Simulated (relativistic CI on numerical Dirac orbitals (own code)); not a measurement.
## What each ingredient does to the levels of Ti³⁺

Base calculation: Dirac-Coulomb-Breit CI, orbitals from a KLI potential per configuration, model QED (radiative potential, 1s self-energy scaled to tabulated hydrogen-like ionisation energies), valence Slater integrals scaled by 0.85, P86 correlation energy added to each configuration.

Configuration list (outside the closed core [Ne]): 3s2 3p6 3d, 3s2 3p6 4s, 3s2 3p6 4p, 3s2 3p5 3d2, 3s2 3p6 4d, 3s2 3p6 5s, 3s2 3p6 5p, 3s2 3p6 4f, 3s2 3p6 5d, 3s2 3p6 6s, 3s2 3p6 6p, 3s2 3p6 5f, 3s2 3p6 5g, 3s2 3p6 6d, 3s 3p6 3d2. Double excitations out of closed p, d and f shells are left out; levels of such configurations are missing from the list, as are those of other unlisted configurations, and high levels can miss mixing partners.

The lowest level and the first level of each name with at least 55 % of one term (blank where a level has no safe partner in the second run):

| Level | Base (cm⁻¹) | Shift (cm⁻¹) |
| --- | --- | --- |
| 3s2 3p6 3d 2D_3/2 | 0.0 | 0.0 |
| 3s2 3p6 3d 2D_5/2 | 347.8 | 0.0 |
| 3s2 3p6 4s 2S_1/2 | 84575.6 | +1484.9 |
| 3s2 3p6 4p 2P°_1/2 | 131326.2 | +2386.7 |
| 3s2 3p6 4p 2P°_3/2 | 132087.6 | +2386.7 |
| 3s2 3p6 4d 2D_3/2 | 198934.7 | +4548.2 |
| 3s2 3p6 4d 2D_5/2 | 199013.5 | +4548.2 |
| 3s2 3p6 5s 2S_1/2 | 213662.1 | +4949.4 |
| 3s2 3p6 5p 2P°_1/2 | 232076.1 | +4752.1 |
| 3s2 3p6 5p 2P°_3/2 | 232368.9 | +4752.0 |
| 3s2 3p6 4f 2F°_5/2 | 239644.1 | +1645.2 |
| 3s2 3p6 4f 2F°_7/2 | 239651.0 | +1645.6 |
| 3s2 3p5 3d2 4D°_1/2 | 260079.3 | -194.4 |
| 3s2 3p5 3d2 4D°_3/2 | 260337.3 | -194.4 |

For a near-neutral ion this model can misplace configurations by up to about 10,000 cm⁻¹ (more where the count of f electrons changes) and terms by 10 to 25 % of their spread. Rates follow the energies as ν³ (E1, M1) or ν⁵ (E2), so they and the lifetimes can be off by large factors. The fine structure of a lone outer electron comes out too small, for d and f at times inverted, and misplaced configurations move strength between like terms. 22 of the 29 excited levels that our extract of the measured tables holds in this range could be paired (the sources list more); they are missed by 2515 cm⁻¹ on average and 10748 at most, and levels without a partner can miss by more.

Question: One thing was changed in a second run, which moved the levels as shown. Which?
A. configuration mixing switched off
B. non-relativistic limit
C. self-excluded LDA correlation estimate
D. QED terms removed
E. Breit term removed
F. Slater integrals left unscaled

Answer: C. Self-excluded LDA correlation estimate. A correlation estimate moves all levels of a configuration together before mixing; mixed levels move by a weighted share.
